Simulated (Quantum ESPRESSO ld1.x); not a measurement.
Results of a calculation; reference values are marked as such.
Ne, 10 electrons, occupied as [He] 2s2 2p5.75 3p0.25 (fractional occupations, a model configuration). Level of theory: scalar-relativistic Kohn-Sham, LDA (Slater exchange, VWN5 correlation), spin-polarised, spherical densities, point nucleus; open shells are filled with parallel spins first (ld1.x of Quantum ESPRESSO 7.5).

X-ray form factor f0, the Fourier transform of the density (f0(0) = 10):

| sin(theta)/lambda (1/angstrom) | f0 (electrons) |
|---|---|
| 0.05 | 9.595 |
| 0.1 | 9.127 |
| 0.15 | 8.452 |
| 0.2 | 7.651 |
| 0.25 | 6.812 |
| 0.3 | 6.000 |
| 0.4 | 4.593 |
| 0.5 | 3.542 |
| 0.6 | 2.811 |
| 0.8 | 1.991 |
| 1 | 1.618 |
| 1.25 | 1.379 |
| 1.5 | 1.212 |
| 2 | 0.920 |
